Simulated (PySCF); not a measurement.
CH₃AlBrClO, SMILES C[O][Al]([Cl])[Br].

The structure is a stationary point at TPSSh-D3(BJ)/def2-SVP. The structure was generated by enumeration; whether it is a known compound was not checked. Other conformers were not sampled.

All values below come from PBE/def2-TZVP in PySCF.

Gas-phase values at a fixed geometry.

Question: Estimate the frontier levels, gap, dipole moment and polarisability. (An estimate is asked for; the answer gives what the named calculation found.)

Answer: 
```
Item                                                                                                            Value
---------------------------------------------------------------------------------------------  ----------------------
highest occupied level                                                                                       -7.08 eV
lowest empty level                                                                                           -1.91 eV
orbital gap                                                                                                   5.17 eV
dipole moment                                                                                                  1.74 D
quadrupole, principal values (traceless, Buckingham form, about the centre of nuclear charge)   -6.65, 3.30, 3.35 D·Å
mean static polarisability                                                                      72.6 bohr³ (10.76 Å³)
polarisability, principal values                                                               55.8, 79.7, 82.2 bohr³
```
